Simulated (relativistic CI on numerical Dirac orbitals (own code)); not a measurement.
**Co6+: q coefficients and field-shift factors**

Calculated at this level of theory: Dirac-Coulomb-Breit CI, KLI orbitals optimised for each configuration, derivatives by finite differences, unscaled Slater integrals, QED left out (own radial code, finite nucleus).

Configurations in the expansion (outside the closed core [Ne]): 3s2 3p6 3d3, 3s2 3p5 3d4, 3s2 3p6 3d2 4s, 3s2 3p6 3d2 4p, 3s 3p6 3d4, 3s2 3p6 3d2 4d, 3s2 3p6 3d2 4f, 3s2 3p6 3d 4s2. Levels of other configurations are missing.

With x = (α/α₀)² − 1 an excitation energy changes as ω = ω₀ + qx; K = 2q/ω₀ is the relative enhancement. Terms are leading LS components, so labels can repeat. The field-shift factor is F = δν/δ⟨r²⟩ for the transition from the lowest level.

Lowest level 3s2 3p6 3d3 4F_3/2.

```csv
Level,ω₀ (cm⁻¹),q (cm⁻¹),F (GHz/fm²)
3s2 3p6 3d3 4F_5/2,678,710.7,0.00339
3s2 3p6 3d3 4F_7/2,1574,1606,0.00771
3s2 3p6 3d3 4F_9/2,2648,2621,0.0127
3s2 3p6 3d3 4P_1/2,23618,795.5,0.0135
3s2 3p6 3d3 4P_3/2,23887,908.5,0.0142
3s2 3p6 3d3 4P_5/2,24776,1992,0.0191
3s2 3p6 3d3 2G_7/2,25476,956.5,0.0275
3s2 3p6 3d3 2G_9/2,26383,1707,0.0316
3s2 3p6 3d3 2P_3/2,33461,399.3,0.0256
3s2 3p6 3d3 2P_1/2,33819,1288,0.0313
3s2 3p6 3d3 2H_9/2,35152,1384,0.0524
3s2 3p6 3d3 2H_11/2,35767,1777,0.0549
3s2 3p6 3d3 2D_5/2,36412,2123,0.0313
```

At this charge configurations can still be misplaced by up to about 7 % of their energy. Terms inside the open d or f shell come out 10 to 20 % too wide with unscaled integrals.

Problem. Which transition from the lowest level has the largest |K|?

Solution. 3s2 3p6 3d3 4F_5/2 at 678 cm⁻¹, K = 2.1.
